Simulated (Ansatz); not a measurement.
One change: `C[N]=[Mo]([O]C)([O]C)([O]C)[O]C` becomes `C[N]=[W]([O]C)([O]C)([O]C)[O]C`.

Ansatz, PBE0-D4/def2-TZVP geometries, multiplicity 1. Each molecule was computed in one conformer, which needn't be the lowest.

Elements past krypton have def2 core potentials.

```csv
property,`C[N]=[Mo]([O]C)([O]C)([O]C)[O]C`
HOMO energy (ωB97M-V/def2-TZVPP) / eV,-9.53
HOMO–LUMO gap (PBE0/def2-TZVPP) / eV,5.13
size of the dipole moment (B3LYP/def2-TZVPP) / D,1.77
HOMO energy (PBE0/def2-TZVPP) / eV,-7.21
HOMO–LUMO gap (B3LYP/def2-TZVPP) / eV,4.71
size of the dipole moment (ωB97M-V/def2-TZVPP) / D,1.95
```

Question: Give the same properties after the change, and the shifts. (Estimate.)

Answer: Computed: 
| property | `C[N]=[W]([O]C)([O]C)([O]C)[O]C` | shift |
| --- | --- | --- |
| HOMO energy (ωB97M-V/def2-TZVPP) / eV | -9.45 | 0.08 |
| HOMO–LUMO gap (PBE0/def2-TZVPP) / eV | 5.75 | 0.62 |
| size of the dipole moment (B3LYP/def2-TZVPP) / D | 1.26 | -0.51 |
| HOMO energy (PBE0/def2-TZVPP) / eV | -7.15 | 0.06 |
| HOMO–LUMO gap (B3LYP/def2-TZVPP) / eV | 5.32 | 0.61 |
| size of the dipole moment (ωB97M-V/def2-TZVPP) / D | 1.33 | -0.62 |

With PBE0 the HOMO rises by 0.06 eV and the LUMO rises by 0.67 eV, so the gap widens by about 0.61 eV. PBE moves the HOMO by 0.02 eV and ωB97M-V by 0.08 eV. Dipoles are sizes alone; their direction can turn.

B3LYP here is the variant with VWN-RPA as its local correlation; programs differ in this.
